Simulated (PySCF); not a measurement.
PySCF job for CH2F, SMILES F[CH2] (connectivity only; charge and spin as stated), charge +1, multiplicity 1, EOM-CCSD/aug-cc-pVDZ. Geometry optimised at PBE0-D3(BJ)/def2-TZVPD. The multiplicity is an assumed one; other spin states were not compared. The isomer is the one that the SMILES or the coordinates give; other isomers of the formula were not compared.

```python
import numpy as np
from pyscf import gto, scf, dft, cc
from pyscf.cc import eom_rccsd

mol = gto.M(
    atom='''
    C     0.00000000   -0.00000000   -0.58992455
    F     0.00000000   -0.00000000    0.63559088
    H     0.00000000    0.97684629   -1.09038531
    H     0.00000000   -0.97684628   -1.09038532
    ''',
    basis='aug-cc-pVDZ',
    charge=1,
    spin=0,
    max_memory=1600,
    verbose=4,
)
mf = scf.RHF(mol)
mf.conv_tol = 1e-10
mf.max_cycle = 100
mf.kernel()
mycc = cc.CCSD(mf, frozen=2)
mycc.conv_tol = 1e-8
mycc.kernel()
mycc.solve_lambda()
dip = scf.hf.dip_moment(mol, mycc.make_rdm1(ao_repr=True))
res = {}
for name, solver, nroots, keep in (('singlet', eom_rccsd.EOMEESinglet, 9, 6), ('triplet', eom_rccsd.EOMEETriplet, 6, 3), ('IP', eom_rccsd.EOMIP, 6, 5), ('EA', eom_rccsd.EOMEA, 3, 2)):
    eom = solver(mycc)
    eom.max_cycle, eom.max_space = 200, 40
    e = eom.kernel(nroots=nroots)[0]
    res[name] = (e[:keep] * 27.211386245988, all(eom.converged[:keep]))
    print(name, 'roots / eV', res[name][0].round(3))
```

Program output:

```
PySCF version 2.14.0

[INPUT] verbose = 4
[INPUT] num. atoms = 4
[INPUT] num. electrons = 16
[INPUT] charge = 1
[INPUT] spin (= nelec alpha-beta = 2S) = 0
[INPUT] symmetry False subgroup None
[INPUT] Mole.unit = angstrom
[INPUT] Symbol           X                Y                Z      unit          X                Y                Z       unit  Magmom
[INPUT]  1 C      0.000000000000   0.000000000000  -0.589924550000 AA    0.000000000000   0.000000000000  -1.114795833657 Bohr   0.0
[INPUT]  2 F      0.000000000000   0.000000000000   0.635590880000 AA    0.000000000000   0.000000000000   1.201092690471 Bohr   0.0
[INPUT]  3 H      0.000000000000   0.976846290000  -1.090385310000 AA    0.000000000000   1.845971953897  -2.060529606149 Bohr   0.0
[INPUT]  4 H      0.000000000000  -0.976846280000  -1.090385320000 AA    0.000000000000  -1.845971935000  -2.060529625046 Bohr   0.0

nuclear repulsion = 34.1764503419121
number of shells = 26
number of NR pGTOs = 92
number of NR cGTOs = 64
basis = aug-cc-pVDZ
ecp = {}


[settings echo left out]
init E= -138.64223750872
  HOMO = -0.408047844125779  LUMO = -0.0537085526643599  gap/eV = 9.64206
cycle= 1 E= -137.995191965999  delta_E= 0.647  |g|= 0.643  |ddm|= 2.02
  HOMO = -0.954954736198355  LUMO = -0.380532189292229  gap/eV = 15.63083
cycle= 2 E= -138.096617704047  delta_E= -0.101  |g|= 0.277  |ddm|= 0.646
  HOMO = -0.916169596970142  LUMO = -0.272780086733894  gap/eV = 17.50752
cycle= 3 E= -138.109813980753  delta_E= -0.0132  |g|= 0.0734  |ddm|= 0.263
  HOMO = -0.900617243589954  LUMO = -0.256435904589067  gap/eV = 17.52907
cycle= 4 E= -138.110712958875  delta_E= -0.000899  |g|= 0.0143  |ddm|= 0.0681
  HOMO = -0.902226213511033  LUMO = -0.255256636109898  gap/eV = 17.60494
cycle= 5 E= -138.110789651317  delta_E= -7.67e-05  |g|= 0.00225  |ddm|= 0.0286
  HOMO = -0.902629829557317  LUMO = -0.255632911279266  gap/eV = 17.60568
cycle= 6 E= -138.110792374166  delta_E= -2.72e-06  |g|= 0.000587  |ddm|= 0.00377
  HOMO = -0.9026372822475  LUMO = -0.255564123668866  gap/eV = 17.60776
cycle= 7 E= -138.11079261867  delta_E= -2.45e-07  |g|= 0.000179  |ddm|= 0.00103
  HOMO = -0.902627928929765  LUMO = -0.255581454833599  gap/eV = 17.60703
cycle= 8 E= -138.110792640443  delta_E= -2.18e-08  |g|= 3.45e-05  |ddm|= 0.000323
  HOMO = -0.902622539694507  LUMO = -0.255583483138741  gap/eV = 17.60683
cycle= 9 E= -138.110792641132  delta_E= -6.89e-10  |g|= 5.2e-06  |ddm|= 6.4e-05
  HOMO = -0.902622237457233  LUMO = -0.255583528443557  gap/eV = 17.60682
cycle= 10 E= -138.110792641146  delta_E= -1.36e-11  |g|= 8.54e-07  |ddm|= 7.77e-06
  HOMO = -0.902622114925894  LUMO = -0.255583422397906  gap/eV = 17.60682
Extra cycle  E= -138.110792641146  delta_E= -1.99e-13  |g|= 3.32e-07  |ddm|= 9.71e-07
converged SCF energy = -138.110792641146

******** <class 'pyscf.cc.ccsd.CCSD'> ********
CC2 = 0
CCSD nocc = 6, nmo = 62
frozen orbitals 2
max_cycle = 50
direct = 0
conv_tol = 1e-08
conv_tol_normt = 1e-05
diis_space = 6
diis_start_cycle = 0
diis_start_energy_diff = 1e+09
Init t2, MP2 energy = -138.425760283434  E_corr(MP2) -0.314967642287833
Init E_corr(CCSD) = -0.314967642287874
cycle = 1  E_corr(CCSD) = -0.319931835486633  dE = -0.0049641932  norm(t1,t2) = 0.0588823
cycle = 2  E_corr(CCSD) = -0.33049269618947  dE = -0.0105608607  norm(t1,t2) = 0.0194102
cycle = 3  E_corr(CCSD) = -0.330380278624423  dE = 0.000112417565  norm(t1,t2) = 0.0129753
cycle = 4  E_corr(CCSD) = -0.332481669396509  dE = -0.00210139077  norm(t1,t2) = 0.00614178
cycle = 5  E_corr(CCSD) = -0.332300679073146  dE = 0.000180990323  norm(t1,t2) = 0.00137697
cycle = 6  E_corr(CCSD) = -0.332249238668876  dE = 5.14404043e-05  norm(t1,t2) = 0.000323405
cycle = 7  E_corr(CCSD) = -0.332254052370485  dE = -4.81370161e-06  norm(t1,t2) = 7.21168e-05
cycle = 8  E_corr(CCSD) = -0.332256600640682  dE = -2.5482702e-06  norm(t1,t2) = 2.06238e-05
cycle = 9  E_corr(CCSD) = -0.332256561046116  dE = 3.9594566e-08  norm(t1,t2) = 7.14346e-06
cycle = 10  E_corr(CCSD) = -0.33225623084377  dE = 3.30202346e-07  norm(t1,t2) = 2.51975e-06
cycle = 11  E_corr(CCSD) = -0.332256289685961  dE = -5.8842191e-08  norm(t1,t2) = 8.18447e-07
cycle = 12  E_corr(CCSD) = -0.332256230577253  dE = 5.91087078e-08  norm(t1,t2) = 2.98471e-07
cycle = 13  E_corr(CCSD) = -0.332256230874059  dE = -2.96806135e-10  norm(t1,t2) = 9.72746e-08
CCSD converged
E(CCSD) = -138.44304887202  E_corr = -0.3322562308740594
cycle = 1  norm(lambda1,lambda2) = 0.02864
cycle = 2  norm(lambda1,lambda2) = 0.00683988
cycle = 3  norm(lambda1,lambda2) = 0.00460679
cycle = 4  norm(lambda1,lambda2) = 0.00199211
cycle = 5  norm(lambda1,lambda2) = 0.000439263
cycle = 6  norm(lambda1,lambda2) = 0.000159834
cycle = 7  norm(lambda1,lambda2) = 2.59681e-05
cycle = 8  norm(lambda1,lambda2) = 9.68646e-06

WARN: System has nonzero charge 1; the dipole moment is origin-dependent.
Location of origin: [0. 0. 0.]

Dipole moment(X, Y, Z, Debye): -0.00000,  0.00000, -3.11687

******** <class 'pyscf.cc.eom_rccsd.EOMEESinglet'> ********
max_space = 40
max_cycle = 200
conv_tol = 1e-08
partition = None
EOM-CCSD root 0 E = 0.2054611675431809  qpwt = 0.949556  conv = True
EOM-CCSD root 1 E = 0.4000262773524793  qpwt = 0.945797  conv = True
EOM-CCSD root 2 E = 0.4021897637952921  qpwt = 0.939171  conv = True
EOM-CCSD root 3 E = 0.4029232481649324  qpwt = 0.876366  conv = True
EOM-CCSD root 4 E = 0.4845242259396768  qpwt = 0.960641  conv = True
EOM-CCSD root 5 E = 0.5137205078679189  qpwt = 0.95464  conv = True
EOM-CCSD root 6 E = 0.5664718746415076  qpwt = 0.939356  conv = True
EOM-CCSD root 7 E = 0.5897623854492919  qpwt = 0.954708  conv = True
EOM-CCSD root 8 E = 0.6006276083292964  qpwt = 0.951519  conv = True
singlet roots / eV [ 5.591 10.885 10.944 10.964 13.185 13.979]

******** <class 'pyscf.cc.eom_rccsd.EOMEETriplet'> ********
max_space = 40
max_cycle = 200
conv_tol = 1e-08
partition = None
EOM-CCSD root 0 E = 0.1857594947791399  qpwt = 0.9529  conv = True
EOM-CCSD root 1 E = 0.3141319003437508  qpwt = 0.945956  conv = True
EOM-CCSD root 2 E = 0.3559330551262716  qpwt = 0.951671  conv = True
EOM-CCSD root 3 E = 0.3807630530109981  qpwt = 0.936817  conv = True
EOM-CCSD root 4 E = 0.4611000231547921  qpwt = 0.955234  conv = True
EOM-CCSD root 5 E = 0.4717699472205686  qpwt = 0.946659  conv = True
triplet roots / eV [5.055 8.548 9.685]

******** <class 'pyscf.cc.eom_rccsd.EOMIP'> ********
max_space = 40
max_cycle = 200
conv_tol = 1e-08
partition = None
EOM-CCSD root 0 E = 0.8603539604698709  qpwt = 0.965957  conv = True
EOM-CCSD root 1 E = 0.9997807151241037  qpwt = 0.946238  conv = True
EOM-CCSD root 2 E = 1.051829276240544  qpwt = 0.958643  conv = True
EOM-CCSD root 3 E = 1.058488883570357  qpwt = 0.943074  conv = True
EOM-CCSD root 4 E = 1.222783158362519  qpwt = 0.918873  conv = True
EOM-CCSD root 5 E = 1.225830512833272  qpwt = 1.29312e-06  conv = True
IP roots / eV [23.411 27.205 28.622 28.803 33.274]

******** <class 'pyscf.cc.eom_rccsd.EOMEA'> ********
max_space = 40
max_cycle = 200
conv_tol = 1e-08
partition = None
EOM-CCSD root 0 E = -0.3097984286533496  qpwt = 0.963708  conv = True
EOM-CCSD root 1 E = -0.1382252727178802  qpwt = 0.992671  conv = True
EOM-CCSD root 2 E = -0.1108686450295851  qpwt = 0.991544  conv = True
EA roots / eV [-8.43  -3.761]
```

The run converged.
